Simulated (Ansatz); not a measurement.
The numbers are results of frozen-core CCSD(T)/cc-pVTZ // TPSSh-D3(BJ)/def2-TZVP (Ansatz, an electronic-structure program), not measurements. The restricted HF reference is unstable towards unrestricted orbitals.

Ansatz 0.2 input:
```yaml
crystal:
  periodic: [false, false, false]
  atoms:
    - { symbol: O, position_ang: [-1.296081, -0.080532, 0.613269] }
    - { symbol: C, position_ang: [-0.324066, -0.145572, -0.209152] }
    - { symbol: C, position_ang: [0.977624, 0.295047, 0.207768] }
    - { symbol: S, position_ang: [2.182363, 0.195515, -0.874689] }
    - { symbol: H, position_ang: [-2.153179, -0.398024, 0.259155] }
    - { symbol: H, position_ang: [-0.476685, -0.530683, -1.218629] }
    - { symbol: H, position_ang: [1.086843, 0.671921, 1.224098] }
basis:
  gaussian: { orbitals: cc-pVTZ }
correlation:
  method: ccsd_t
total_charge: 1
```

Output:

```
Functional definition: HF
969 factors; integrals over basis functions are off by at most 1.0e-3 eV
mean field evaluation 1: about -14952.2557 eV, gradient 4.2e1 eV
mean field evaluation 2: about -14952.5324 eV, gradient 4.2e1 eV
mean field evaluation 4: about -14955.9915 eV, gradient 4.0e0 eV
mean field evaluation 8: about -14956.0512 eV, gradient 2.4e-1 eV
mean field evaluation 16: about -14952.2541 eV, gradient 4.2e1 eV
mean field evaluation 32: about -14952.9974 eV, gradient 6.9e0 eV
mean field evaluation 64: about -14952.0445 eV, gradient 1.9e-1 eV
mean field -14956.05174463 eV, -549.6247640393 hartree, gradient 2.7e-6 eV, S^2 0.000000; 2 other end points of the search recorded, 0 dependent functions left out; unrestricted orbitals would lower it
8 core orbitals not correlated
reference -14956.05174463 eV, -549.6247640393 hartree; 11, 11 occupied and 147, 147 virtual orbitals, 969 factors
second order -19.01941904 eV of doubles, -0.00000000 eV of singles
cycle   1  -19.09762270 eV  change   -7.8e-2 eV  update   1.1e-1
cycle   2  -19.63850812 eV  change   -5.4e-1 eV  update   3.7e-2
cycle   3  -19.78540150 eV  change   -1.5e-1 eV  update   2.1e-2
cycle   4  -19.77187112 eV  change    1.4e-2 eV  update   6.3e-3
cycle   5  -19.76911152 eV  change    2.8e-3 eV  update   3.7e-3
cycle   6  -19.77112813 eV  change   -2.0e-3 eV  update   1.3e-3
cycle   7  -19.77090016 eV  change    2.3e-4 eV  update   6.5e-4
cycle   8  -19.77068179 eV  change    2.2e-4 eV  update   2.0e-4
cycle   9  -19.77079110 eV  change   -1.1e-4 eV  update   1.0e-4
cycle  10  -19.77078431 eV  change    6.8e-6 eV  update   3.7e-5
cycle  11  -19.77077108 eV  change    1.3e-5 eV  update   1.6e-5
perturbative correction -0.97968382 eV, -0.0360027163 hartree
Total energy: -14976.80219954 eV, -550.3873291919 hartree
```

Cost: very roughly 90 core-seconds.
